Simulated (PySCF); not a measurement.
Vibration and rotation of InTe

UHF-CCSD(T) constants of InTe, ²Π (doublet), unpaired electrons π ↑ (In def2-SVP with ECP28, Te def2-SVP with ECP28; scalar-relativistic core potentials (PySCF 2.14); masses 114.9039 and 129.9062 u):

- ωe: 163.7 cm⁻¹
- ωexe: 0.302 cm⁻¹
- Be: 0.033537 cm⁻¹
- αe: 9.04e-05 cm⁻¹
- De to In + Te: 2.29 eV

**Question.** What force constant and bond length do these constants imply?

**Answer.** Reduced mass μred = 60.973 u; k = 5.8918×10⁻⁷·μred·ωe² (u, cm⁻¹, mdyn/Å) = 0.963 mdyn/Å; Re = √(16.8576/(μred·Be)) (u, cm⁻¹, Å) = 2.871 Å.

**Question.** Estimate the centrifugal constant D from the Kratzer relation and find the Dunham coefficient a1.

**Answer.** D = 4Be³/ωe² = 5.63e-09 cm⁻¹; a1 = −1 − αeωe/(6Be²) = -3.19.

Correlated steps freeze 8 core orbitals. Correlated levels converge slowly with the basis: in double zeta they bind strong bonds too weakly, by up to about 1 eV, and carry superposition errors of some tenths. Spin–orbit coupling is left out, which matters for elements this heavy, above all for dissociation energies. The state was picked by a PBE0 search and need not be the measured ground state.
